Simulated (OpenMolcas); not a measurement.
An OpenMolcas run meant for Lu (ANO-RCC-VQZP, DKH2; inactive shells 1s 2s 2p 3s 3p 3d 4s 4p 4d 4f 5s 5p; intended active space 3 electrons in 6 orbitals (5d 6s)). One step of its input:

```
&CASPT2
Multistate=10 1 2 3 4 5 6 7 8 9 10
Frozen=14 16
IPEA=-0.25
Imaginary=0.1
MaxIter=60
WThr=0.0 0.3 0.05
PrWF=0.5
NoMix
```

The run finished. Its levels beside those of a sound run (SS-CASPT2, IPEA 0.25 Eh, imaginary shift 0.1 Eh (closed shells correlated: 5s 5p)), in cm⁻¹ above each run's lowest level:

```tsv
Level	This run	Usual run
5d 6s² ²D_3/2	0.0	0.0
5d 6s² ²D_5/2	1818	1819
5d² 6s ⁴F_3/2	15978	16995
5d² 6s ⁴F_5/2	16586	17615
5d² 6s ⁴F_7/2	17510	18522
5d² 6s ⁴F_9/2	18566	19571
5d² 6s ⁴P_1/2	20923	22665
5d² 6s ⁴P_3/2 [70 %]	21330	22984
5d² 6s ²D_3/2 [64 %]	22184	23753
5d² 6s ²F_5/2 [57 %]	22016	24099
5d² 6s ²F_7/2 [71 %]	23459	25595
5d² 6s ²G_9/2	25404	26711
5d² 6s ²G_7/2 [71 %]	25531	27024
5d² 6s ²P_1/2	25806	27347
```

Which setting is unsound, and how much does it matter here?

The IPEA shift is negative. Against the sound run the excited levels shown move by 1400 cm-1 on average and by 2100 cm-1 at most.

CASPT2 breaks the degeneracy within a term, and the mean is taken; among the terms shown or strongly mixed into the levels shown the widest spread is 1500 cm-1 (5d² 6s ²F, this run). Over all roots computed the reference weight is 0.86 to 0.93 in the sound run, 0.78 to 0.90 in this run; the roots of lowest weight are the least certain, and an intruder state may touch them. Some high roots are left out of the spin-orbit mixing, which shifts the levels that they would mix with. Some levels mix across a computed gap that differs much from the measured one, so their mixing is not that of the real levels. A single d shell beside an s shell can misplace configurations of different d count against each other. The CASPT2 spread within a term exceeds the gap to the next term for 5d² 6s ⁴P and 5d² 6s ²D, 5d² 6s ²D and 5d² 6s ²F, 5d² 6s ²G and 5d² 6s ²P, so the order of their levels is uncertain, and so are names and mixing where such terms share a J (holds for this run). Only configurations of the active space appear.

A share in square brackets marks a mixed level and gives the weight of the term that names it, the lowest over the columns.
